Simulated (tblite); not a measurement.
Question: Give a GFN2-xTB geometry of `[SiH3][CH+][C](Cl)[SiH2]Cl` [radical]. (Charge +1 and doublet state.)

Answer: 
```xyz
12
C2H6Cl2Si2 angstrom
Si     1.7891    0.4014    0.6542
C      0.7806   -0.7793   -0.5081
C     -0.5033   -0.8453   -0.7211
Cl    -1.4663   -2.0111   -1.4846
Si    -1.8111    0.5745   -0.0665
Cl    -2.4959   -0.2455    1.5963
H      3.0794   -0.2424    0.8655
H      0.9903    0.5400    1.8710
H      1.8677    1.6236   -0.1523
H      1.4626   -1.4321   -1.0402
H     -2.7576    0.6881   -1.1656
H     -0.9343    1.7274    0.1254
```

Orientation and origin are arbitrary. Atoms count from 1 in this order. C2 (carbon bonded to C, Si and H) is planar (angles 129.9°, 120.6° and 109.5°, sum 360.0°, 0.01 Å off the plane of its three neighbours). Si5 (silicon bonded to C, Cl and 2 H) is distorted tetrahedral (angles from 101.7° to 116.3°). C3 (carbon bonded to C, Cl and Si) is planar (angles 132.0°, 123.0° and 105.0°, sum 360.0°, 0.01 Å off the plane of its three neighbours). Si1 (silicon bonded to C and 3 H) is distorted tetrahedral (angles from 101.9° to 114.1°).

Bonds between heavy atoms (Å): Si1–C2 1.940, C2–C3 1.303, C3–Cl4 1.694, C3–Si5 2.038, Si5–Cl6 1.976.

The geometry is computed with GFN2-xTB (gas phase). This method treats the open shell by occupation alone, without spin polarisation.

Point group: C1 (no symmetry element, even within 0.4 Å). Its GFN2-xTB frequencies are all real (lowest 34 cm⁻¹). Torsions: Si1–C2–C3–Cl4 -167°, C2–C3–Si5–Cl6 -98°. 3 starts were optimised and ended at 0.00, 0.00 and 0.02 kcal/mol (GFN2-xTB); the lowest of these is shown.

One conformer stands for the species.
